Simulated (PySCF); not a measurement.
C7H4ClFO.
Atom-mapped SMILES: `[O:1]=[C:2]([Cl:3])[c:4]1[cH:5][cH:6][cH:7][c:8]([F:9])[cH:10]1`

Geometry (PBE0-D3(BJ)/def2-SVP, Å), atoms numbered from 1 in this order:
```xyz
14
C7H4ClFO angstrom
O      2.9149    1.2760    0.2679
C      2.3294    0.2438    0.2988
Cl     3.2225   -1.2752    0.5910
C      0.8650    0.0837    0.1107
C      0.1311    1.2562   -0.1163
C     -1.2447    1.1838   -0.3027
C     -1.8979   -0.0474   -0.2657
C     -1.1527   -1.1995   -0.0393
F     -1.7727   -2.3747   -0.0036
C      0.2208   -1.1564    0.1505
H      0.6589    2.2106   -0.1421
H     -1.8201    2.0949   -0.4796
H     -2.9767   -0.1308   -0.4098
H      0.7763   -2.0777    0.3255
```

NICS is the negative of the GIAO shielding at a point without a nucleus: at the ring centre (0) and 1 Å above and below it (1); zz is the component along the ring normal. Level: GIAO PBE0/pcSseg-1 (PySCF, non-relativistic, gas phase) on the PBE0-D3(BJ)/def2-SVP geometry, one conformer.

Ring bond lengths (Å), with Mayer bond orders in brackets: C4–C5 1.402 (1.39), C5–C6 1.390 (1.44), C6–C7 1.394 (1.40), C7–C8 1.391 (1.43), C8–C10 1.387 (1.43), C10–C4 1.398 (1.32).

Task: Give the NICS values of each ring in ppm.

Result: 
```json
{"ring": "C4–C5–C6–C7–C8–C10", "type": "6-membered carbocycle; formal bonds all aromatic", "NICS(0)": "-10.2", "NICS(1), two faces": "-11.4 / -11.4", "NICS(1)zz, two faces": "-26.9 / -26.9", "rms pucker (Å)": "0.00", "centre to ring atoms, mean (Å)": "1.39"}
```

Task: What can be read from them?

Result: 
- C4–C5–C6–C7–C8–C10: mean NICS(1)zz -26.9 ppm, shielded. The ring is flat and has no four-coordinate atom; by the NICS criterion it is aromatic.

Task: What does the geometric index give? HOMA takes Krygowski's 1993 parameters.

Result: 
- C4–C5–C6–C7–C8–C10: HOMA 0.99 = 1 − EN − GEO, with mean bond length 1.394 Å, EN = α(Ropt − mean)² = 0.008 and GEO = α × variance = 0.006. The geometric and the magnetic index point the same way.

Task: At the first NICS(1) probe listed for ring C4–C5–C6–C7–C8–C10, 1 Å off the ring, how large is the induced field along the normal in 1 T applied along it?

Result: NICSzz × B0 = -26.9 ppm × 1 T = -27 μT, against the applied field.

Task: List the ring angles and the Hirshfeld charges of the ring atoms.

Result: 
- C4–C5–C6–C7–C8–C10: C4 120.4° (-0.018 e), C5 119.8° (-0.037 e), C6 120.4° (-0.033 e), C7 119.0° (-0.047 e), C8 121.8° (+0.095 e), C10 118.7° (-0.060 e); sum 720.0° against 720° for a flat convex ring.

Task: What are the shieldings of the ring atoms and their hydrogens in the same run (means over atoms taken as equivalent)?

Result: 
```json
{"atoms": "C4", "environment": "substituted aromatic carbon", "σ isotropic (ppm)": "45.8", "principal values of the symmetric part, first atom (ppm)": "-40.0, 33.2, 144.3"}
{"atoms": "C5", "environment": "aromatic CH carbon", "σ isotropic (ppm)": "52.6", "principal values of the symmetric part, first atom (ppm)": "-51.1, 29.6, 179.2"}
{"atoms": "C6", "environment": "aromatic CH carbon", "σ isotropic (ppm)": "48.9", "principal values of the symmetric part, first atom (ppm)": "-57.0, 30.3, 173.3"}
{"atoms": "C7", "environment": "aromatic CH carbon", "σ isotropic (ppm)": "56.1", "principal values of the symmetric part, first atom (ppm)": "-33.4, 36.5, 165.3"}
{"atoms": "C8", "environment": "aromatic C–F carbon", "σ isotropic (ppm)": "14.4", "principal values of the symmetric part, first atom (ppm)": "-73.7, 29.9, 86.9"}
{"atoms": "C10", "environment": "aromatic CH carbon", "σ isotropic (ppm)": "58.3", "principal values of the symmetric part, first atom (ppm)": "-18.4, 30.8, 162.5"}
{"atoms": "H11", "environment": "aromatic hydrogen", "σ isotropic (ppm)": "23.19", "principal values of the symmetric part, first atom (ppm)": "18.9, 23.5, 27.2"}
{"atoms": "H12", "environment": "aromatic hydrogen", "σ isotropic (ppm)": "23.68", "principal values of the symmetric part, first atom (ppm)": "20.0, 24.6, 26.4"}
{"atoms": "H13", "environment": "aromatic hydrogen", "σ isotropic (ppm)": "23.83", "principal values of the symmetric part, first atom (ppm)": "20.4, 24.1, 26.9"}
{"atoms": "H14", "environment": "aromatic hydrogen", "σ isotropic (ppm)": "23.13", "principal values of the symmetric part, first atom (ppm)": "18.1, 21.9, 29.4"}
```

Task: How do the values depend on the level or the medium?

Result: 
```json
{"level": "PBE0/pcSseg-1, gas", "NICS(0), C4–C5–C6–C7–C8–C10": "-10.2", "mean NICS(1)zz, C4–C5–C6–C7–C8–C10": "-26.9"}
{"level": "wB97X-D/pcSseg-1, gas", "NICS(0), C4–C5–C6–C7–C8–C10": "-10.3", "mean NICS(1)zz, C4–C5–C6–C7–C8–C10": "-27.2"}
```

The geometry is the same throughout.
